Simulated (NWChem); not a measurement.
SnH₂S₂, singlet; SMILES [SH][Sn][SH]

```xyz
5

Sn     0.0000     0.0000     0.6684
S      1.7589     0.0000    -1.0370
H      2.7503     0.0000    -0.1176
S     -1.7589     0.0000    -1.0370
H     -2.7503     0.0000    -0.1176
```
Atoms are numbered in this order, from 1.

Program: NWChem. Low-valent species are run as closed-shell singlets; no triplet was tried in these runs. Coordinates come from a PBE0/def2-SVP optimisation. def2 effective core potentials on Sn; no spin-orbit coupling. Total energies compare along this basis series because the functional is fixed.

```
level             basis functions  energy (Ha)  highest occupied level (eV)  orbital gap (eV)  dipole (D)
----------------  ---------------  -----------  ---------------------------  ----------------  ----------
B3LYP/def2-SVP                 72   -1011.8141                          ___              4.22         ___
B3LYP/def2-SVPD               102   -1011.8304                        -7.01              4.23        3.10
B3LYP/def2-TZVP               136   -1012.1033                        -6.92              4.21        3.15
B3LYP/def2-TZVPP              162   -1012.1049                        -6.92              4.21        3.11
```

Task: What belongs in the gaps?

Result: 
- B3LYP/def2-SVP, highest occupied level (eV): -6.76
- B3LYP/def2-SVP, dipole (D): 3.00
